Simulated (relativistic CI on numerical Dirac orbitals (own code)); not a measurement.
What each ingredient does to the levels of Cs10+

Base calculation: Dirac-Coulomb-Breit CI, orbitals from a KLI potential per configuration, QED by a radiative potential, unscaled Slater integrals.

Configuration list (outside the closed core [Ar] 3d10): 4s2 4p6 4d9, 4s2 4p5 4d10, 4s2 4p6 4d8 4f, 4s2 4p6 4d8 5s, 4s 4p6 4d10, 4s2 4p6 4d8 5p, 4s2 4p5 4d9 4f, 4s2 4p6 4d8 5d, 4s2 4p6 4d7 5s 5p, 4s2 4p6 4d7 4f 5s, 4s2 4p6 4d8 6s, 4s 4p6 4d9 4f, 4s2 4p6 4d8 6p, 4s2 4p6 4d8 5f, 4s2 4p5 4d9 5s, 4s2 4p6 4d8 6d, 4s2 4p6 4d8 5g, 4s2 4p6 4d8 7s, 4s2 4p6 4d8 7p, 4s2 4p6 4d8 6f, 4s2 4p5 4d9 5p, 4s2 4p5 4d9 5d, 4s 4p6 4d9 5s, 4s2 4p6 4d7 5s2, 4s2 4p6 4d6 4f 5s2, 4s2 4p6 4d6 5s2 5p, 4s2 4p5 4d7 4f 5s2, 4p6 4d9 4f2, 4p5 4d10 4f2, 4p6 4d8 4f3, 4p6 4d8 4f2 5s, 4p6 4d8 4f2 5p, 4p5 4d9 4f3. Double excitations out of closed p, d and f shells are left out; levels of such configurations are missing from the list, as are those of other unlisted configurations, and high levels can miss mixing partners. Some configurations lack a partner that the ground configuration has and come out too high, among them 4s2 4p6 4d8 5d, 4s2 4p6 4d8 6s, 4s2 4p6 4d8 6p, 4s2 4p6 4d8 5f, 4s2 4p5 4d9 5s.

The lowest level and the first level of each name with at least 55 % of one term (blank where a level has no safe partner in the second run):

| Level | Base (cm⁻¹) | Shift (cm⁻¹) |
| --- | --- | --- |
| 4s2 4p6 4d9 2D_5/2 | 0 | 0 |
| 4s2 4p6 4d9 2D_3/2 | 19281 | -19281 |
| 4s2 4p6 4d8 5s 4F_9/2 | 589926 | +59846 |
| 4s2 4p6 4d8 5s 4F_7/2 | 597007 | +52764 |
| 4s2 4p6 4d8 5s 4F_5/2 | 606887 | +42884 |
| 4s2 4p6 4d8 5s 2F_7/2 | 612352 | +48956 |
| 4s2 4p6 4d8 5s 4P_1/2 | 629222 | +44316 |
| 4s2 4p6 4d8 5s 2G_9/2 | 641445 | +45360 |
| 4s2 4p6 4d8 5s 2G_7/2 | 641773 | +45033 |
| 4s2 4p6 4d8 5s 2P_1/2 | 643190 | +42632 |
| 4s2 4p6 4d8 5s 2P_3/2 | 646021 | +39801 |
| 4s2 4p5 4d10 2P°_3/2 | 687792 | -22706 |
| 4s2 4p6 4d8 5s 2S_1/2 | 697069 | +39914 |
| 4s2 4p6 4d8 5p 4D°_7/2 | 725926 | +45288 |

At this charge transitions that keep the count of f electrons are usually good to a few per cent. Terms inside the open d or f shell come out 10 to 20 % too wide with unscaled integrals. Levels and lines within the n = 5 or 6 shells can be off by up to 10 % or somewhat more, and those that change n by about 2 %, since core polarisation is missing. Levels that differ in their count of f electrons can be misplaced by several ten thousand cm⁻¹, since the correlation energy of f electrons is missing or only estimated; rates across such gaps can be off by orders of magnitude.

(1) One thing was changed in a second run, which moved the levels as shown. Which?
A. QED terms removed
B. Breit term removed
C. non-relativistic limit
D. P86 correlation estimate
E. configuration mixing switched off

## Answers

(1) C. Non-relativistic limit. Without relativity the fine structure collapses and s electrons lose their extra binding.

LS names give the leading component of a level, which can be under half, so a name can repeat, a term be missing and a line seem to break the LS rules.
